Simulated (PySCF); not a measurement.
Ionisation energy of In⁺ by level of theory

In⁺ [Kr] 4d10 5s2 → In²⁺ [Kr] 4d10 5s1 [5s1/2^1, M_J = 1/2], as a difference of total energies. All numbers are calculated (PySCF 2.14, the two-component X2C-1e Hamiltonian, in x2c-QZVPPall-2c). Correlated levels: [Ar] 3d10 frozen; the 32 highest virtual spinors dropped. "Screened" scales the spin-orbit matrix elements by Boettger's factors to mimic the two-electron term; Breit and QED terms are absent.

```csv
method,ionisation energy (eV),error (eV)
GHF (spin-free),17.016,-1.854
GMP2 (spin-free),18.904,+0.034
GHF (screened spin-orbit),17.018,-1.852
GMP2 (screened spin-orbit),18.907,+0.037
```

Reference: 18.870 eV (measured; NIST Atomic Spectra Database, ionization energies).
